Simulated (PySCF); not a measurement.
Dipole polarisabilities along the halogens, charge +1

Calculated with PySCF 2.14 for the ground configurations, without spin-orbit coupling: coupled response for Hartree-Fock and DFT. Mean α in bohr³, C₆ of like pairs in atomic units.

```
                                                                                                 species  α UHF  α PBE  α PBE0  C₆ UHF  C₆ PBE  C₆ PBE0
      F⁺ [He] 2s2 2p4 (x2c-QZVPPall with one added diffuse shell each of s, p, d, f type, spin-free X2C)  1.716  1.883   1.821   3.121   3.523    3.378
     Cl⁺ [Ne] 3s2 3p4 (x2c-QZVPPall with one added diffuse shell each of s, p, d, f type, spin-free X2C)  8.548  8.819   8.671   40.32   41.84    40.97
Br⁺ [Ar] 3d10 4s2 4p4 (x2c-QZVPPall with one added diffuse shell each of s, p, d, f type, spin-free X2C)  12.24  12.67   12.43   76.14   79.11    77.34
 I⁺ [Kr] 4d10 5s2 5p4 (x2c-QZVPPall with one added diffuse shell each of s, p, d, f type, spin-free X2C)  20.06  20.60   20.22   174.4   179.0    175.4
```

The values depend on the diffuse functions of the basis.
